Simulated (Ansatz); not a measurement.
A geometry relaxed with PBE-D3(BJ)/def2-TZVP run with Ansatz (an electronic-structure program), charge 0, multiplicity 1:

```xyz
7

O     -0.4733    -0.6745     0.0171
H      2.8726     0.4606    -0.5830
H     -1.1278     0.9664     1.3778
B     -1.4139    -0.0520     0.8142
C      1.8728     0.1307    -0.3976
H     -2.4690    -0.6130     0.8680
C      0.7386    -0.2184    -0.1703
```

Task: Write the SMILES of this molecule.

Result: `BOC#C`
